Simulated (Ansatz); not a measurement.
Born–Oppenheimer molecular dynamics of AlCl2F (4 atoms, charge 0, multiplicity 1). It starts from a relaxed structure.

Method: Ansatz, RKS revPBE-D4/def2-SVPD.

```
ensemble        : NVT, Nosé–Hoover chain
time step       : 2 fs
steps asked     : 300
set temperature : 500 K
thermostat      : time constant 50 fs, chain length 1
seed            : 272423
```

Frames 20 fs apart, positions in Å.

Velocities at 160 fs (Å/ps):

```
Al -0.21 5.50 9.59
F -4.33 -2.75 -8.60
Cl 0.58 -1.29 -3.19
Cl 1.91 -1.42 0.49
```

```xyz
4
Properties=species:S:1:pos:R:3 time_fs=160 energy_less_start_eV=0.168 T=1171
Al -0.012 0.046 0.019
F 0.122 -0.044 1.781
Cl 1.718 0.001 -1.095
Cl -1.775 -0.012 -1.168
4
Properties=species:S:1:pos:R:3 time_fs=180 energy_less_start_eV=0.153 T=1137
Al -0.030 0.134 0.078
F 0.025 -0.096 1.720
Cl 1.736 -0.018 -1.148
Cl -1.726 -0.033 -1.128
4
Properties=species:S:1:pos:R:3 time_fs=200 energy_less_start_eV=0.192 T=831
Al 0.033 0.134 0.007
F -0.062 -0.103 1.752
Cl 1.740 -0.012 -1.154
Cl -1.732 -0.035 -1.085
4
Properties=species:S:1:pos:R:3 time_fs=220 energy_less_start_eV=0.089 T=955
Al 0.064 0.045 0.030
F -0.109 -0.045 1.665
Cl 1.789 0.010 -1.154
Cl -1.779 -0.020 -1.056
4
Properties=species:S:1:pos:R:3 time_fs=240 energy_less_start_eV=0.119 T=545
Al 0.013 -0.046 -0.055
F -0.104 0.002 1.700
Cl 1.850 0.034 -1.140
Cl -1.804 0.000 -1.023
4
Properties=species:S:1:pos:R:3 time_fs=260 energy_less_start_eV=0.074 T=480
Al 0.027 -0.093 -0.037
F -0.045 0.028 1.598
Cl 1.863 0.045 -1.097
Cl -1.859 0.011 -1.027
4
Properties=species:S:1:pos:R:3 time_fs=280 energy_less_start_eV=0.077 T=327
Al 0.011 -0.079 -0.113
F 0.022 0.027 1.623
Cl 1.856 0.040 -1.050
Cl -1.877 0.005 -1.029
4
Properties=species:S:1:pos:R:3 time_fs=300 energy_less_start_eV=0.061 T=290
Al -0.038 -0.018 -0.074
F 0.081 -0.006 1.563
Cl 1.869 0.027 -1.036
Cl -1.883 -0.010 -1.040
4
Properties=species:S:1:pos:R:3 time_fs=320 energy_less_start_eV=0.076 T=189
Al -0.004 0.043 -0.099
F 0.106 -0.037 1.632
Cl 1.849 0.013 -1.031
Cl -1.903 -0.026 -1.063
4
Properties=species:S:1:pos:R:3 time_fs=340 energy_less_start_eV=0.059 T=254
Al -0.016 0.070 -0.037
F 0.083 -0.049 1.600
Cl 1.846 0.006 -1.057
Cl -1.879 -0.033 -1.067
4
Properties=species:S:1:pos:R:3 time_fs=360 energy_less_start_eV=0.059 T=307
Al -0.018 0.052 -0.063
F 0.032 -0.042 1.671
Cl 1.820 0.010 -1.087
Cl -1.823 -0.027 -1.055
4
Properties=species:S:1:pos:R:3 time_fs=380 energy_less_start_eV=0.067 T=395
Al 0.052 -0.010 0.010
F -0.043 -0.006 1.645
Cl 1.786 0.025 -1.122
Cl -1.802 -0.014 -1.061
```

Of the whole run (600 fs, mean temperature of the second half 512 K): The conserved energy stayed within 1.9 meV per atom of its start (net change 0.52 meV per atom), so the integration is sound. A run of 0.6 ps of so small a system gives no equilibrium averages.

The run took 7.1 min on 2 threads of Arm Neoverse V1 (shared host), peak memory 0.13 GiB.
